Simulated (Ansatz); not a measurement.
```xyz
7

F    -0.289   -2.057    1.261
Si   -0.982   -0.676    0.806
Ge    0.603    0.704   -0.323
H    -2.150   -1.047   -0.049
H    -0.127    1.979   -0.774
H     1.738    1.090    0.636
H     1.207    0.007   -1.556
```

The species carries charge 0 and has multiplicity 2.

(1) List the ωB97M-V/def2-TZVPP orbital energies in eV (the Gaussian-basis code of Ansatz). (Estimate.)

## Answers

(1) The calculation gave: α occupied: -10866.61, -1808.20, -1362.49, -1210.22, -1210.20, -1210.20, -677.55, -174.24, -149.14, -123.49, -123.47, -123.46, -103.36, -103.26, -103.19, -36.28, -36.28, -36.27, -36.21, -36.21, -36.05, -19.15, -17.66, -15.45, -15.30, -14.49, -12.26, -12.14, -10.86, -7.97. α empty: 1.25, 2.16, 2.48, 2.90, 3.34, 4.03, 5.46, 5.81. β occupied: -10866.60, -1808.11, -1362.48, -1210.21, -1210.20, -1210.20, -677.49, -174.23, -149.04, -123.48, -123.47, -123.46, -103.19, -103.13, -103.08, -36.28, -36.27, -36.25, -36.20, -36.20, -35.93, -18.92, -17.45, -15.30, -14.99, -14.12, -12.13, -12.09, -10.54. β empty: -1.06, 1.46, 2.28, 2.74, 3.03, 3.43, 4.12, 5.53. ⟨S²⟩ = 0.752.
